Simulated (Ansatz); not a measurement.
Molecule: ZrBr$_{4}$, charge -1, multiplicity 2. The spin state was set by rule; other spins were not relaxed. 
Geometry from a B3LYP-D3(BJ)/def2-TZVP (Ansatz, a quantum-chemistry and plane-wave program) optimisation:
```
Zr
Br 1 2.5944
Br 1 2.5944 2 101.36
Br 1 2.5944 2 101.36 3 132.13
Br 1 2.5944 2 127.30 3 -113.94
```
Charge -1, spin multiplicity 2.

Total electronic energies in hartree. Valence correlation only, unless marked. Open shells are spin-unrestricted. Spin-orbit coupling is left out. The frozen core is the preceding noble-gas configuration, with the filled d and f shells of earlier blocks. In def2 rows, elements after Kr have scalar-relativistic effective core potentials. STO-3G rows are all-electron and non-relativistic. CBS(X,Y): correlation extrapolated as X^-3; Hartree-Fock from the larger set. [CCSD(T)-MP2]/basis is that difference in the basis named.

```json
[
 {"level": "HF/def2-SVPD", "program": "Ansatz", "energy (Eh)": "-10335.35154"},
 {"level": "HF/def2-TZVPPD", "program": "Ansatz", "energy (Eh)": "-10336.61501"},
 {"level": "RI-HF/def2-QZVPPD", "program": "Ansatz", "energy (Eh)": "-10336.81308"},
 {"level": "SVWN5/def2-TZVPD", "program": "Ansatz", "energy (Eh)": "-10329.78419"},
 {"level": "PBE-D3(BJ)/def2-TZVPD", "program": "Ansatz + dftd3", "energy (Eh)": "-10342.53513"},
 {"level": "PBE-D4/def2-TZVPD", "program": "Ansatz + dftd4", "energy (Eh)": "-10342.53601"},
 {"level": "BLYP-D4/def2-TZVPD", "program": "Ansatz + dftd4", "energy (Eh)": "-10344.14820"},
 {"level": "revPBE-D4/def2-TZVPD", "program": "Ansatz + dftd4", "energy (Eh)": "-10343.22553"},
 {"level": "r2SCAN-D3(BJ)/def2-TZVPD", "program": "Ansatz + dftd3", "energy (Eh)": "-10344.03915"},
 {"level": "PBE0/STO-3G", "program": "Ansatz", "energy (Eh)": "-13688.12358"},
 {"level": "PBE0-D4/def2-TZVP", "program": "Ansatz + dftd4", "energy (Eh)": "-10342.87119"},
 {"level": "PBE0-D4/def2-TZVPD", "program": "Ansatz + dftd4", "energy (Eh)": "-10342.87345"},
 {"level": "LC-wPBE/def2-TZVPD", "program": "Ansatz", "energy (Eh)": "-10342.65519"},
 {"level": "B2PLYP-D3(BJ)/def2-TZVPD", "program": "Ansatz + dftd3", "energy (Eh)": "-10342.24998"},
 {"level": "B2PLYP/def2-TZVPD", "program": "Ansatz", "energy (Eh)": "-10342.23873"},
 {"level": "PBE-QIDH/def2-TZVPD", "program": "Ansatz", "energy (Eh)": "[?]"},
 {"level": "MP2/STO-3G", "program": "Ansatz", "energy (Eh)": "-13682.33511"},
 {"level": "RI-MP2/def2-TZVPPD", "program": "Ansatz", "energy (Eh)": "-10337.35771"},
 {"level": "RI-MP2/CBS(def2-TZVPPD,def2-QZVPPD)", "program": "Ansatz", "energy (Eh)": "-10337.6879"},
 {"level": "SCS-MP2/def2-SVPD", "program": "Ansatz", "energy (Eh)": "-10335.90584"},
 {"level": "SCS-MP2/def2-TZVPP", "program": "Ansatz", "energy (Eh)": "-10337.33211"},
 {"level": "CCSD/def2-SVPD", "program": "Ansatz", "energy (Eh)": "-10335.97345"},
 {"level": "RI-MP2/CBS(def2-TZVPPD,def2-QZVPPD)+[CCSD(T)-MP2]/def2-SVPD", "program": "Ansatz", "energy (Eh)": "-10337.7497"}
]
```

Q: Some entries are withheld; supply them.

A: 
- PBE-QIDH/def2-TZVPD, energy (Eh): -10341.32791
